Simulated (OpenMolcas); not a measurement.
**B2+: CASPT2 settings compared**

| Item | Value |
| --- | --- |
| Program | OpenMolcas 26.06 |
| Basis | ANO-RCC-VQZP [5s4p3d2f1g] |
| Scalar Hamiltonian | DKH4, point nucleus |
| Active space | 1 electron in 4 orbitals (2s 2p) |
| State averaging | 2S+1 = 2 even, 1 root; 2S+1 = 2 odd, 3 roots |
| Spin-orbit coupling | RASSI with atomic mean-field integrals over the reference wave functions, term energies averaged over their components |

Methods on the same reference wave functions:
A. CASSCF
B. SS-CASPT2, IPEA 0.35 Eh, sigma2 regulariser 0.15 Eh (closed shells correlated: 1s)
C. SS-CASPT2, IPEA 0.35 Eh, sigma2 regulariser 0.3 Eh (closed shells correlated: 1s)

Energies in cm-1 above 2s 2S 1/2, the measured ground level; measured values from Moore, Atomic Energy Levels, vol. I, NSRDS-NBS 35 (1971 reprint of NBS Circular 467, 1949).

| Level | A | B | C | Measured |
| --- | --- | --- | --- | --- |
| 2s 2S 1/2 | 0.0 | 0.0 | 0.0 | 0.0 |
| 2p 2P* 1/2 | 48887 | 48554 | 48554 | 48358 |
| 2p 2P* 3/2 | 48917 | 48585 | 48585 | 48393 |

Deviations, from unrounded energies. A percentage is the sum of absolute deviations over the sum of measured energies, with the sign that they share, or ± where signs differ.

| Against measurement | Levels | A | B | C |
| --- | --- | --- | --- | --- |
| mean absolute deviation (cm-1) | 2 | 530 | 190 | 190 |
| other configurations (%) | 2 | +1.1 | +0.4 | +0.4 |

B, C lie about equally close to measurement and A furthest from it. The largest miss of B in the table is 2p 2P* 1/2, by +200 cm-1. The ranking rests on the paired levels alone, and a cruder setting can come out closer through cancelling errors.

Between B and C no level of the table moves by more than 5 cm-1.

The two smallest mean deviations differ by little beside CASPT2's spread within terms, so their order carries little weight.

The lowest spin-free term lies below A's lowest term by 0.036 hartree in B, 0.036 hartree in C.

With one active electron the reference holds no correlation, so core polarisation is missing (holds for A). With one active electron, CASPT2 adds the correlation within the correlated inactive shells and between them and that electron, and leaves the splitting within a term as the reference gives it (holds for B; C). Computed and measured levels are paired by configuration, term and J; levels that our copy of the source lacks, or whose pairing is in doubt (as where it misses far off the trend of its configuration), stay unpaired and out of the deviations. Levels of configurations outside the active space are missing.

* marks odd parity.
